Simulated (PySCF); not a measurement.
B(I)2(Me) (CH3BI2), SMILES IB(I)C.

The structure is a stationary point at B3LYP-D3(BJ)/def2-SVP. The def2 effective core potentials stand for the cores of I; spin–orbit coupling is left out.

All values below come from PBE/def2-TZVP in PySCF.

Symmetry labels are those of the subgroup Cs that the program uses (full group Cs).

Computed valence orbital energies around the gap with their symmetry:
```json
[
 {"orbital": "HOMO−7", "symmetry": "A\"", "energy (eV)": "-10.55"},
 {"orbital": "HOMO−6", "symmetry": "A'", "energy (eV)": "-10.33"},
 {"orbital": "HOMO−5", "symmetry": "A'", "energy (eV)": "-9.05"},
 {"orbital": "HOMO−4", "symmetry": "A\"", "energy (eV)": "-8.23"},
 {"orbital": "HOMO−3", "symmetry": "A'", "energy (eV)": "-7.41"},
 {"orbital": "HOMO−2", "symmetry": "A'", "energy (eV)": "-6.71"},
 {"orbital": "HOMO−1", "symmetry": "A\"", "energy (eV)": "-6.68"},
 {"orbital": "HOMO", "symmetry": "A\"", "energy (eV)": "-6.26"},
 {"orbital": "LUMO", "symmetry": "A'", "energy (eV)": "-2.78"},
 {"orbital": "LUMO+1", "symmetry": "A'", "energy (eV)": "-1.19"},
 {"orbital": "LUMO+2", "symmetry": "A\"", "energy (eV)": "0.01"},
 {"orbital": "LUMO+3", "symmetry": "A'", "energy (eV)": "0.15"}
]
```
